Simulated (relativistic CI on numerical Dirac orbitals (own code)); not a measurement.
**Forbidden transitions in W40+**

These numbers are calculated, not measured: Dirac-Coulomb-Breit CI, orbitals from a KLI potential per configuration, model QED (radiative potential, 1s self-energy scaled to tabulated hydrogen-like ionisation energies), unscaled Slater integrals (own radial code, finite nucleus).

Configuration list (outside the closed core [Ar] 3d10): 4s2 4p4, 4s 4p5, 4s2 4p3 4d, 4p6, 4s 4p4 4d, 4s2 4p3 4f, 4s 4p4 4f, 4p5 4d, 4s 4p3 4d2, 4s2 4p2 4d 4f, 4p5 4f, 4p4 4d2, 4p3 4d3, 4p3 4d2 4f. Double excitations out of closed p, d and f shells are left out; levels of such configurations are missing from the list, as are those of other unlisted configurations, and high levels can miss mixing partners.

```csv
λ vac (Å),Lower,Upper,Type,A (s⁻¹),gf,Branching (%)
71.490,4s2 4p4 3P_2 [1],4s2 4p3 4d 3F°_4 [10],M2,6.45e+03,4.45e-08,14.8
119.52,4s2 4p3 4d 3F°_3 [8],4s2 4p3 4d 5D°_4 [23],M1,1.28e+05,2.47e-06,2.0
120.98,4s2 4p3 4d 3D°_3 [22],4s2 4p3 4d 3F°_4 [55],M1,1.35e+06,2.66e-05,10.4
122.37,4s2 4p3 4d 5D°_4 [23],4s2 4p3 4d 3F°_4 [55],M1,6.01e+06,1.22e-04,46.5
122.95,4s2 4p4 3P_1 [3],4s2 4p4 3P_0 [13],M1,1.75e+07,3.97e-05,87.4
128.29,4s2 4p4 3P_2 [1],4s2 4p4 1D_2 [4],E2,2.71e+05,3.34e-06,6.4
128.29,4s2 4p4 3P_2 [1],4s2 4p4 1D_2 [4],M1,3.93e+06,4.85e-05,92.5
128.96,4s2 4p4 1D_2 [4],4s2 4p4 3P_0 [13],E2,8.63e+05,2.15e-06,4.3
129.53,4s2 4p3 4d 3D°_2 [5],4s2 4p3 4d 3G°_4 [20],E2,7.13e+04,1.61e-06,5.3
129.74,4s2 4p3 4d 3F°_4 [29],4s2 4p3 4d 3F°_4 [55],M1,8.68e+05,1.97e-05,6.7
132.48,4s2 4p3 4d 3F°_4 [10],4s2 4p3 4d 3G°_5 [30],E2,1.42e+05,4.10e-06,10.0
132.48,4s2 4p3 4d 3F°_4 [10],4s2 4p3 4d 3G°_5 [30],M1,1.19e+06,3.43e-05,83.7
132.55,4s2 4p3 4d 3G°_5 [30],4s2 4p3 4d 3F°_4 [55],M1,1.64e+06,3.89e-05,12.7
134.09,4s2 4p3 4d 3P°_2 [9],4s2 4p3 4d 3F°_4 [29],E2,7.39e+04,1.79e-06,5.1
134.85,4s2 4p4 3P_2 [1],4s2 4p4 3P_1 [3],E2,1.67e+05,1.37e-06,2.0
134.85,4s2 4p4 3P_2 [1],4s2 4p4 3P_1 [3],M1,6.24e+06,5.11e-05,75.0
135.16,4s2 4p3 4d 3F°_3 [8],4s2 4p3 4d 3G°_4 [20],E2,1.43e+05,3.52e-06,10.7
135.16,4s2 4p3 4d 3F°_3 [8],4s2 4p3 4d 3G°_4 [20],M1,1.07e+06,2.64e-05,80.0
135.41,4s2 4p3 4d 3F°_4 [10],4s2 4p3 4d 3F°_4 [29],E2,9.61e+04,2.38e-06,6.6
135.41,4s2 4p3 4d 3F°_4 [10],4s2 4p3 4d 3F°_4 [29],M1,7.13e+05,1.76e-05,49.3
144.50,4s2 4p3 4d 3F°_4 [10],4s2 4p3 4d 5D°_4 [23],M1,4.47e+06,1.26e-04,70.9
151.33,4s2 4p3 4d 1F°_3 [33],4s2 4p3 4d 3F°_4 [55],M1,4.81e+05,1.49e-05,3.7
151.66,4s2 4p4 1S_0 [2],4s2 4p4 3P_1 [3],M1,1.91e+06,1.98e-05,23.0
156.34,4s2 4p3 4d 3D°_3 [11],4s2 4p3 4d 3G°_5 [30],E2,3.42e+04,1.38e-06,2.4
160.44,4s2 4p3 4d 3D°_3 [11],4s2 4p3 4d 3F°_4 [29],M1,4.75e+05,1.65e-05,32.9
170.14,4s2 4p3 4d 1F°_3 [36],4s2 4p3 4d 3F°_4 [55],M1,1.49e+06,5.82e-05,11.5
173.35,4s2 4p3 4d 3D°_3 [11],4s2 4p3 4d 5D°_4 [23],M1,1.64e+06,6.67e-05,26.1
208.31,4s2 4p3 4d 3D°_3 [11],4s2 4p3 4d 3G°_4 [20],M1,3.18e+04,1.86e-06,2.4
553.09,4s2 4p3 4d 3F°_3 [19],4s2 4p3 4d 3F°_4 [29],M1,3.39e+04,1.40e-05,2.3
626.59,4s2 4p3 4d 3G°_4 [20],4s2 4p3 4d 3G°_5 [30],M1,4.42e+04,2.86e-05,3.1
691.48,4s2 4p3 4d 3F°_3 [8],4s2 4p3 4d 3F°_4 [10],M1,3.71e+04,2.39e-05,85.1
1216.3,4s2 4p4 3P_2 [1],4s2 4p4 1S_0 [2],E2,1.17e+01,2.59e-09,100.0
```

Terms are leading LS components. Brackets give the number of a level in order of energy, since labels repeat. The list gives strong lines, with weight on those to low levels, among the lowest 200 of 2773 levels, so that lines to higher ones, which can be the strongest, are missing. Levels whose partners in the same complex of configurations lie outside the list can be far off, and so can their lines. Rates are taken at the computed energies, electric ones in the length gauge.

At this charge energies of transitions that change n are usually good to better than 1 %, and those within a shell (Δn = 0) to a few per cent.

LS names give the leading component of a level, which can be under half, so a name can repeat, a term be missing and a line seem to break the LS rules.
